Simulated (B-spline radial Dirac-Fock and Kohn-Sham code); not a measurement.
ΔSCF core binding energies without Breit or QED terms, calculated with a radial atomic solver.

A sound run for the La⁶⁺ ion in the configuration [Kr] 4d10 5s2 5p3: The ground state converged in 10 iterations, with total energy -8485.54618 Ha, virial ratio 1.93446 and highest orbital energy -88.09 eV. ΔSCF binding energies: K (1s) 39158.8 eV, L3 (2p3/2) 5582.1 eV, M5 (3d5/2) 920.4 eV.

A second run, with one unsound setting: The ground state had not converged after 2 iterations, with total energy -8480.61175 Ha, virial ratio 1.91567 and highest orbital energy -71.10 eV. ΔSCF binding energies: K (1s) 39255.2 eV, L3 (2p3/2) 5664.7 eV, M5 (3d5/2) 977.5 eV (not all states converged, so these are not final).

```
iter   energy (Ha)        error
   1    -8460.30445619  1.95e+00
   2    -8480.61174827  6.91e-01
```

Q: Which fault fits the second run best?
A. too few iterations
B. mesh too coarse
C. too few quadrature points
D. spline order too low

A: A. The input had maxit = 2: maxit ends the run before self-consistency.
